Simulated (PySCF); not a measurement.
Species: C₄H₁₀Si.
Z-matrix (Å and degrees, PBE0-D3(BJ)/def2-SVP geometry), rows numbered from 1:
```
C 
C   1  1.5176
C   2  1.5559  1  116.16
Si  3  1.8938  2   86.92  1   149.24
C   2  1.5565  1  116.17  3   117.36
H   1  1.1018  2  111.32  3    60.41
H   1  1.1026  2  110.57  3   -59.31
H   1  1.1018  2  111.36  3  -179.06
H   2  1.1053  1  108.62  3  -121.36
H   3  1.0991  2  116.57  1   -85.34
H   3  1.1039  2  110.30  1    38.81
H   4  1.4962  3  113.72  2    91.70
H   4  1.4967  3  120.07  2  -137.23
H   5  1.0991  2  116.50  1    85.61
H   5  1.1038  2  110.35  1   -38.56
```

Method used: PBE0-D3(BJ)/def2-SVP geometry optimisation, gas phase (PySCF).

Take the most abundant isotopes and a rigid rotor. The values belong to one conformer with, in the numbering `[CH3:1][CH:2]1[CH2:3][SiH2:4][CH2:5]1`, C1–C2–C3–Si4 149°, C2–C3–Si4–C5 -19°, C3–Si4–C5–C2 19°, C1–C2–C5–Si4 -149°.

(1) Give the principal moments of inertia and the rotational constants in cm⁻¹.

(2) What kind of rotor is it?

(3) What does the inertial defect say?

(4) Give the coordinates in the principal-axis frame, origin at the centre of mass.

(5) Where do the levels up to J = 4 lie, in MHz?

(6) Which lines would a microwave search look for?

(7) Estimate the classical rotational partition function at 50 K, 100 K and 200 K.

## Answers

(1) Ia = 60.95, Ib = 180.30, Ic = 217.35 u·Å²; 505379 MHz·u·Å²/I gives 8291, 2803 and 2325 MHz, that is A = 0.27656, B = 0.09350, C = 0.07756 cm⁻¹.

(2) An asymmetric top; Ray's κ = -0.840.

(3) Not planar: Δ = Ic − Ia − Ib = -23.91 u·Å². For a rigid frame Δ = −2 Σ m c², so Σ m c² = 11.95 u·Å² lies off the ab plane: 9.91 from hydrogen and 2.04 from heavier atoms. The atom farthest from that plane is 1.47 Å away.

(4) The sense of each axis is arbitrary; atoms in the order of the calculation.
| atom | mass (u) | a (Å) | b (Å) | c (Å) |
| --- | --- | --- | --- | --- |
| C1 | 12.000 | -2.293 | 0.000 | -0.128 |
| C2 | 12.000 | -0.860 | 0.000 | 0.369 |
| C3 | 12.000 | 0.026 | -1.193 | -0.091 |
| Si4 | 27.977 | 1.495 | 0.000 | -0.012 |
| C5 | 12.000 | 0.027 | 1.193 | -0.092 |
| H6 | 1.008 | -2.835 | -0.897 | 0.212 |
| H7 | 1.008 | -2.321 | 0.011 | -1.230 |
| H8 | 1.008 | -2.843 | 0.885 | 0.230 |
| H9 | 1.008 | -0.870 | 0.001 | 1.475 |
| H10 | 1.008 | -0.030 | -2.109 | 0.513 |
| H11 | 1.008 | -0.197 | -1.454 | -1.140 |
| H12 | 1.008 | 2.198 | 0.001 | 1.309 |
| H13 | 1.008 | 2.523 | -0.003 | -1.100 |
| H14 | 1.008 | -0.027 | 2.108 | 0.516 |
| H15 | 1.008 | -0.199 | 1.457 | -1.140 |

(5) Above 0(0,0):
J = 1: 1(0,1) 5128, 1(1,1) 10616, 1(1,0) 11094
J = 2: 2(0,2) 15354, 2(1,2) 20395, 2(1,1) 21828, 2(2,1) 38293, 2(2,0) 38323
J = 3: 3(0,3) 30620, 3(1,3) 35044, 3(1,2) 37910, 3(2,2) 53677, 3(2,1) 53825, 3(3,1) 82331, 3(3,0) 82332
J = 4: 4(0,4) 50841, 4(1,4) 54545, 4(1,3) 59314, 4(2,3) 74166, 4(2,2) 74606, 4(3,2) 102899, 4(3,1) 102908, 4(4,1) 142938, 4(4,0) 142938

(6) The dipole components are |μa| = 0.56 D, |μb| = 0.00 D, |μc| = 0.05 D; the mirror of this Cs structure is the ac plane, so μb vanishes by symmetry and there are no b-type lines. The squared components, which scale the intensities, stand as 1.00 : 0.01 (a : c). Some of the stronger lines:

```csv
type,branch,"J(Ka,Kc)",MHz,lower level (cm⁻¹)
a,Q,"1(1,0) ← 1(1,1)",478,0.354
a,Q,"2(1,1) ← 2(1,2)",1433,0.680
a,R,"1(0,1) ← 0(0,0)",5128,0.000
a,R,"2(1,2) ← 1(1,1)",9778,0.354
a,R,"2(0,2) ← 1(0,1)",10226,0.171
a,R,"2(1,1) ← 1(1,0)",10734,0.370
```

(7) Point group Cs, symmetry number σ = 1; q = (√π/σ)·√((kT/h)³/(ABC)), k/h = 20836.6 MHz/K: 8110 at 50 K, 22900 at 100 K, 64900 at 200 K.

Stationary, but not proved a minimum. These are rigid-rotor constants of the computed structure; measured ground-state constants (B0) also hold zero-point vibration. A rigid rotor knows nothing of internal rotation, which can split or shift real lines.

Hardware: one thread of an Arm Neoverse V1 (shared host). Cost: 57 s wall, 0.50 GiB resident at most. This is the geometry optimisation.
